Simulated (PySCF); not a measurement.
Dipole response of O²⁺ (oxygen, charge +2)

[He] 2s2 2p2, high-spin 3P determinant. All numbers are calculated (PySCF 2.14, the non-relativistic Hamiltonian (point nucleus), in aug-cc-pVQZ with one added diffuse shell each of s, p, d, f, g type (7s6p5d4f3g, 105 functions)). Coupled (time-dependent) response in atomic units; α is the mean over directions.

```
   method  mean α (bohr³)         α xx, yy, zz  C₆ (like pair)  S(−4)
      UHF           1.803  1.922, 1.744, 1.744           2.358  3.681
      PBE           1.748  1.866, 1.689, 1.689           2.341  2.829
     PBE0           1.747  1.867, 1.687, 1.687           2.326  2.908
BHandHLYP           1.723  1.851, 1.658, 1.658           2.281  2.800
  r2SCAN0           1.784  1.902, 1.725, 1.725           2.409  3.146
```

S(−4) is the Cauchy moment in α(ω) = α(0) + S(−4) ω² + …

α(iu) at BHandHLYP:

```csv
u (hartree),α(iu) (bohr³)
0,1.723
0.0500,1.716
0.100,1.695
0.200,1.622
0.300,1.520
0.500,1.293
0.750,1.046
1.00,0.8560
1.50,0.5994
2.00,0.4400
3.00,0.2625
5.00,0.1220
```

A single London oscillator, α(iu) = α/(1 + u²/ω²), gives C₆ = (3/4) ω α². Matching the computed C₆ needs ω = 4 × 2.281 / (3 × 1.723²) = 1.02 hartree.

For an ion, C₆ is the dispersion term alone; charge-induced terms of lower order in 1/R come first.

The components differ because the open shell of this determinant is not spherical; for a pure term their mean is the scalar polarisability.
